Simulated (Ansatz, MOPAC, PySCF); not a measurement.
CH4OTe, SMILES `O[Te]C` (C–Te–O–H torsion 91°), neutral singlet in the gas phase. In the def2 sets core potentials replace the inner electrons of Te.

Cartesian coordinates (Å):
```xyz
7

C     -0.9859    -0.1744    -0.2979
Te     0.4585     1.3911     0.1170
O      2.0560     0.1574     0.1972
H     -0.5787    -0.7972    -1.1049
H     -1.9137     0.3116    -0.6348
H     -1.1788    -0.7743     0.6003
H      2.1425    -0.1144     1.1230
```
Charge 0, multiplicity 1.

All levels are single points at this geometry (B3LYP-D3(BJ)/def2-SVP); Pople sets use spherical d functions. Orbital energies aren't observables, and empty levels follow the basis.

```
level                                     HOMO (eV)  LUMO (eV)  gap (eV)  dipole (D)  vertical IE, Delta-SCF (eV)
----------------------------------------  ---------  ---------  --------  ----------  ---------------------------
B3LYP-D3(BJ)/def2-TZVP in Ansatz              -5.83      -1.85      3.99        2.04                         8.30
CAM-B3LYP-D3(BJ)/def2-TZVP in Ansatz          -7.32      -0.57      6.75        2.13                            –
B3LYP/6-311+G** (LANL2DZ on Te) in PySCF      -5.96      -1.90      4.06        2.42                            –
B3LYP/LANL2DZ in PySCF                        -5.85      -1.72      4.14        2.71                            –
BP86/6-31G* (LANL2DZ on Te) in PySCF          -4.96      -2.29      2.67        2.14                            –
M06-2X/6-31G* (LANL2DZ on Te) in PySCF        -6.98      -0.40      6.59        2.34                            –
SVWN5/6-31G* (LANL2DZ on Te) in PySCF         -4.88      -2.35      2.53        2.20                         8.26
PM3 in MOPAC                                  -8.94      -1.24      7.69        3.24                            –
PM6 in MOPAC                                  -8.59      -1.09      7.50        3.83                            –
```

Ansatz is a quantum-chemistry and plane-wave program.
